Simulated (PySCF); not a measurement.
## Mayer bond orders and bond lengths

Species: C7H15NO.
SMILES with atom numbers: `[CH3:1][N:2]([CH3:3])[C:4](=[O:5])[C:6]([CH3:7])([CH3:8])[CH3:9]` (hydrogens: H10, H11, H12 on C1; H13, H14, H15 on C3; H16, H17, H18 on C7; H19, H20, H21 on C8; H22, H23, H24 on C9)

Cartesian coordinates in Å at the GFN2-xTB level; atoms count from 1:
```
atom  x, y, z in Å
C1     1.5665   -1.1629   -0.7096
N2     1.4364   -0.1957    0.3506
C3     2.7073    0.1374    0.9622
C4     0.3368    0.4865    0.7657
O5     0.4329    1.2755    1.6905
C6    -1.0332    0.2702    0.0913
C7    -0.9806    0.4566   -1.4307
C8    -1.6104   -1.0950    0.4875
C9    -1.9695    1.3496    0.6551
H10    2.3014   -1.9121   -0.4057
H11    0.6341   -1.6760   -0.9105
H12    1.9230   -0.6913   -1.6321
H13    3.4054    0.4995    0.2039
H14    2.5388    0.9146    1.7038
H15    3.1354   -0.7409    1.4500
H16   -0.5921   -0.4092   -1.9561
H17   -0.3672    1.3194   -1.6826
H18   -1.9870    0.6382   -1.8038
H19   -1.0326   -1.9310    0.1028
H20   -2.6262   -1.1846    0.1067
H21   -1.6425   -1.1784    1.5718
H22   -2.9681    1.2353    0.2394
H23   -2.0259    1.2745    1.7372
H24   -1.5947    2.3396    0.4089
```

Bond orders from the PBE0/pcSseg-1 density (PySCF). The structure is a single GFN2-xTB conformer in the gas phase; no vibrational or solvent corrections.

Task: Where do the orders between heavy atoms depart from those drawn in the SMILES?

Result: The largest departure is 0.138, at C4–O5 (drawn double, 1.862) and C4–C6 (drawn single, 0.866). Drawn single, order below 0.88: C4–C6 (0.866).

Task: Give the Mayer order of every bond between heavy atoms, beside its length.

Result: 
| bond | drawn as | length (Å) | Mayer order |
| --- | --- | --- | --- |
| C1–N2 | single | 1.441 | 0.942 |
| N2–C3 | single | 1.449 | 0.953 |
| N2–C4 | single | 1.359 | 1.094 |
| C4–O5 | double | 1.219 | 1.862 |
| C4–C6 | single | 1.542 | 0.866 |
| C6–C7 | single | 1.534 | 0.997 |
| C6–C8 | single | 1.534 | 1.001 |
| C6–C9 | single | 1.536 | 1.050 |

By pair of heavy elements: C–N: lowest C1–N2 (0.942, 1.441 Å), highest N2–C4 (1.094, 1.359 Å). C–C: lowest C4–C6 (0.866, 1.542 Å), highest C6–C9 (1.050, 1.536 Å).

Task: And the bonds to hydrogen?

Result: C–H: 0.95 to 0.96 (15 bonds).

Task: Sum the orders of all bonds at each heavy atom with more than one neighbour and set the sums beside the valence in the SMILES.

Result: C1 3.808 (drawn 4), N2 2.989 (drawn 3), C3 3.828 (drawn 4), C4 3.822 (drawn 4), C6 3.914 (drawn 4), C7 3.885 (drawn 4), C8 3.881 (drawn 4), C9 3.922 (drawn 4). Orders between atoms that aren't bonded are not in these sums.

Mayer orders depend on the basis set.
